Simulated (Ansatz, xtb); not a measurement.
**C6H2N2O: 5 structures ranked**

5 gas-phase structures of C6H2N2O, from a drawn sample of its isomers (lower ones may exist). Each was relaxed with GFN2-xTB:

A. `C#Cc1nc(C#N)co1`, a singlet
B. `C#Cc1coc(C#N)n1`, a singlet
C. `C#Cc1cnc(C#N)o1`, a singlet
D. `C#Cc1ncc(C#N)o1`, a singlet
E. `C#Cc1ocnc1C#N`, a singlet

Q: Which do you expect lowest at r2SCAN-D4/def2-SVP, and how would the others follow?

A: Calculated order at r2SCAN-D4/def2-SVP: E (0.0), A (2.2), D (2.3), C (3.0), B (4.8) kcal/mol. Less than 1 kcal/mol parts A and D; D and C, so the order within those pairs means little.

Energies above the lowest of each column, in kcal/mol; the last columns are at PBE-D3(BJ)/def2-SVP geometries:

```csv
structure,GFN2-xTB,HF/STO-3G,r2SCAN-D4/def2-SVP,PBE-D3(BJ)/def2-SVP,CCSD(T)/def2-SVP + ΔMP2/def2-TZVPP
E,0.0,0.0,0.0,0.0,0.0
A,1.3,0.6,2.2,2.3,1.8
D,1.0,2.4,2.3,2.1,2.8
C,2.3,2.9,3.0,2.8,3.7
B,3.6,3.3,4.8,4.6,4.3
```

Every level run on E puts it lowest or level with the lowest. ΔMP2 is the change of the MP2 energy from the smaller to the larger basis.

Over these structures GFN2-xTB departs from r2SCAN-D4/def2-SVP by 0.4 kcal/mol on average once a common shift is removed. A GFN2-xTB relaxation took about 0.087 s and the r2SCAN-D4/def2-SVP energy about 3.3 s on a shared host (Ansatz 0.2.0, xtb 6.7.1).
